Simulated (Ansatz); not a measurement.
`[PH2][GaH2]`. Total charge 0; spin multiplicity 1.

Cartesian coordinates in Å:
```
P -0.383 -1.283 -0.395
Ga 0.330 0.906 -0.220
H -1.536 -1.112 0.412
H 0.440 -1.775 0.650
H 1.863 1.200 -0.068
H -0.715 2.065 -0.379
```

Problem. List the harmonic frequencies (cm⁻¹, unscaled) at PBE0-D4/def2-TZVP in Ansatz. (Estimate.)

Solution. Computed: 225, 356, 371, 447, 630, 678, 745, 1092, 1966, 1974, 2414, 2428.

Problem. Is this a minimum?

Solution. Yes, all 12 modes are real.

Problem. Give the ideal-gas thermochemistry at 298.15 K and 1 bar (rigid rotor, harmonic oscillator; point group Cs, symmetry number 1).

Solution. Zero-point energy 79.7 kJ/mol; H(298) − E = 94.5 kJ/mol; entropy 289.3 J/(mol·K), of which translation 166.9, rotation 97.4, vibration 25.1; G(298) − E = 8.3 kJ/mol.

Problem. And at 400, 500, 600, 800 and 1000 K?

Solution. 
```json
{"T (K)": "400", "H − E (kJ/mol)": "102.4", "S (J/mol/K)": "311.8", "G − E (kJ/mol)": "-22.4"}
{"T (K)": "500", "H − E (kJ/mol)": "110.9", "S (J/mol/K)": "330.7", "G − E (kJ/mol)": "-54.5"}
{"T (K)": "600", "H − E (kJ/mol)": "120.0", "S (J/mol/K)": "347.4", "G − E (kJ/mol)": "-88.4"}
{"T (K)": "800", "H − E (kJ/mol)": "139.9", "S (J/mol/K)": "376.0", "G − E (kJ/mol)": "-160.9"}
{"T (K)": "1000", "H − E (kJ/mol)": "161.5", "S (J/mol/K)": "400.0", "G − E (kJ/mol)": "-238.5"}
```
